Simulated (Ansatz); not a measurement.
BeF3⁻. The state is a triplet with charge -1. Geometry r2SCAN-D4/def2-TZVPD; atoms count from 1.

| atom | x (Å) | y (Å) | z (Å) |
| --- | --- | --- | --- |
| Be1 | -0.2237 | -0.4772 | 0.1181 |
| F2 | -0.8165 | 1.0460 | 0.1581 |
| F3 | 0.8868 | 0.4311 | 0.9020 |
| F4 | 0.1534 | -0.9999 | -1.1782 |

The highest occupied level of the charge -1 triplet lies above zero (up to 1.21 eV). The electron is either unbound and held by the finite basis, or the level is raised by self-interaction error. In the triplet, F2 and F3 lie 1.96 Å apart (atoms count from 1), so these atoms are partly bonded to each other. At PBE0-D4/def2-TZVPD a singlet of charge -1 lies 6.61 eV below the triplet, each at its own geometry. The structure comes from a short search, and lower isomers may exist.

Estimate the Mulliken populations from the PBE0/def2-TZVPD orbitals of Ansatz.


| atom | charge (e) | spin (α − β) |
| --- | --- | --- |
| Be1 | -0.82 | 1.35 |
| F2 | -0.01 | 0.38 |
| F3 | -0.01 | 0.38 |
| F4 | -0.16 | -0.11 |
Mulliken values depend strongly on the basis. With diffuse functions, as here, like atoms can get unlike values, and bond orders can come out too low or too high.

Where does the spin sit?

Summed by element: Be 1.35, F 0.65, of 2 unpaired in all. Largest on single atoms: Be1 1.35, F2 0.38, F3 0.38.

And the Mayer bond orders between heavy atoms (over 0.3)?

Be1–F4 0.72 (1.45 Å); F2–F3 0.34 (1.96 Å).
